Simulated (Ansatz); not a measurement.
`[OH][Al]([F])[SeH]` + HCl → `[OH][Al]([F])[Cl]` + H₂Se at 700 K and 1 bar (ligand exchange at the Al–Se bond).

Program: Ansatz. Geometries: PBE0-D4/def2-TZVP. ΔE: electronic, gas phase. CCSD(T)/CBS is the MP2 limit (def2-TZVPP, def2-QZVPP) plus CCSD(T) − MP2 in def2-TZVPP, frozen cores. This one scheme is used for every species. For Se outer-core shells are correlated without core-valence functions, which leaves a few kJ/mol of doubt a bond. Scalar relativity is left out up to krypton. One conformer a species, not always the lowest.

| species | CCSD(T)/CBS energy (Eh) | H − E (kJ/mol) | S (J/(mol·K)) |
| --- | --- | --- | --- |
| `[OH][Al]([F])[SeH]` | -2819.07650 | 125.3 | 424.6 |
| HCl | -460.38127 | 38.4 | 211.8 |
| `[OH][Al]([F])[Cl]` | -877.57483 | 98.6 | 384.5 |
| H₂Se | -2401.89790 | 61.1 | 251.1 |

H − E and S are ideal-gas, rigid-rotor, harmonic terms from PBE0-D4/def2-TZVP, for one conformer and one mirror image of each species. 1 Eh = 2625.50 kJ/mol, R = 8.31446 J/(mol·K).

By hand: ΔE, ΔH, ΔS and ΔG.

ΔE = (-877.57483) + (-2401.89790) − (-2819.07650) − (-460.38127) = -0.01496 Eh = -39.3 kJ/mol. Δ(H − E) = 98.6 + 61.1 − 125.3 − 38.4 = -4.0, so ΔH = -43.3 kJ/mol. ΔS = 384.5 + 251.1 − 424.6 − 211.8 = -0.8 J/(mol·K). ΔG = -43.3 − 700 × (-0.8)/1000 = -42.7 kJ/mol.

By hand: the equilibrium constant, and the temperature at which ΔG would vanish if ΔH and ΔS stayed fixed.

log₁₀ K = −ΔG/(RT ln 10) = 3.2. ΔG = 0 at ΔH/ΔS = 54125 K, far beyond where these terms or the molecules hold.

The number of gas molecules stays the same, so ΔS is small and ΔH decides. A doubt of 5 kJ/mol in ΔE shifts log₁₀ K by 0.4 here. Other conformers and mirror images would add mixing entropy, several J/(mol·K) or more a flexible species. These are equilibria of isolated gas molecules and say nothing of rates. Largest T1 diagnostic: 0.011 (customary marks: 0.02 for closed shells, 0.045 for open ones).
